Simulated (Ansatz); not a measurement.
B2H5NOSi can be A, `O[SiH]1BNB1`, or B, `BB1N[SiH2]O1`.

Program: Ansatz. Geometries: PBE0-D4/def2-TZVP. ΔE: electronic, gas phase. CCSD(T)/CBS adds triple-zeta CCSD(T) − MP2 to the extrapolated MP2 energy (def2 sets, frozen cores). Functionals use def2-TZVPP. One conformer a species, not always the lowest.

A:

Z-matrix (Å, degrees):
```
Si
B 1 2.012
O 1 1.654 2 124.5
B 1 2.014 2 68.2 3 -118.5
H 1 1.493 2 111.9 3 135.9
N 2 1.431 1 90.4 3 135.4
H 2 1.195 1 145.8 3 -36.3
H 3 0.957 1 117.1 2 142.3
H 4 1.195 1 145.9 2 154.8
H 6 1.012 2 126.6 1 174.6
```

B:

```xyz
10

B    -0.264   -1.900   -0.929
B    -0.003   -0.377   -0.263
N    -0.487    0.247    0.937
Si    0.444    1.612    0.443
O     0.819    0.616   -0.848
H    -1.165   -2.113   -1.689
H     0.441   -2.833   -0.669
H    -1.095   -0.069    1.666
H    -0.300    2.839    0.068
H     1.609    1.978    1.285
```

(1) Which is lower in electronic energy at CCSD(T)/CBS, and by how much? (An estimate is asked.)

(2) Give E(B) − E(A) in kJ/mol with r2SCAN-D4, MP2/def2-TZVPP, BLYP-D4, CCSD(T)/def2-SVP, CCSD/def2-TZVPP, B2PLYP, CCSD(T)/def2-TZVPP. (An estimate is asked.)

(3) Does the order hold for the free energy at 298.15 K (harmonic terms from PBE0-D4)? (An estimate is asked.)

Largest T1 diagnostic: 0.014.

Results:

(1) Ansatz gave: B, by 64.2 kJ/mol.

(2) Computed: r2SCAN-D4 -59.3, MP2/def2-TZVPP -68.2, BLYP-D4 -57.7, CCSD(T)/def2-SVP -57.1, CCSD/def2-TZVPP -70.1, B2PLYP -67.5, CCSD(T)/def2-TZVPP -64.0. None reverses the order clearly.

(3) Computed: Yes: G(B) − G(A) = -68.7 kJ/mol, for one conformer each. Modes under 60 cm⁻¹, often nearly free rotors, make the harmonic entropy too high.

From r2SCAN to r2SCAN0 (25 % exact exchange), in def2-TZVPP and without D4, E(B) − E(A) moves by −4.1 kJ/mol. Leaving LDA and LC-ωPBE aside and taking each functional with its dispersion term where it has one, the values, not all of them listed here, spread over 36.6 kJ/mol, from BHLYP-D4 to PBE-D4. LDA lies +5.8 kJ/mol from PBE without D4.
